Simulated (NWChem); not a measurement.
Species: C₃H₃BF₂; SMILES C#CCB(F)F

```xyz
9

C      0.3066     2.6903     0.0000
C     -0.2580     1.6197     0.0000
C     -0.9244     0.3298     0.0000
B      0.0152    -0.9309     0.0000
F     -0.5216    -2.1373     0.0000
F      1.3269    -0.8587     0.0000
H      0.8076     3.6406     0.0000
H     -1.5953     0.2347     0.8741
H     -1.5953     0.2347    -0.8741
```
Atoms are numbered in this order, from 1.

Program: NWChem. The geometry was optimised at PBE0/def2-SVP. GIAO values for the isolated, static molecule; σ is the absolute isotropic shielding, δ = σ(reference) − σ with the isolated reference molecule computed at the same levels (11B: boron trifluoride, 13C: tetramethylsilane, 19F: trichlorofluoromethane, 1H: tetramethylsilane).

For level BHandHLYP/pcSseg-1:

```
Property    Result
----------  ------
δ C3 (ppm)     3.0
δ F5 (ppm)   -57.4
δ F6 (ppm)   -51.2
δ H7 (ppm)    1.96
```

Question: Estimate the same quantities for level PBE0/pcSseg-1.

Answer: 
| Property | Value |
|---|---|
| δ C3 (ppm) | 4.4 |
| δ F5 (ppm) | -65.5 |
| δ F6 (ppm) | -58.8 |
| δ H7 (ppm) | 1.80 |
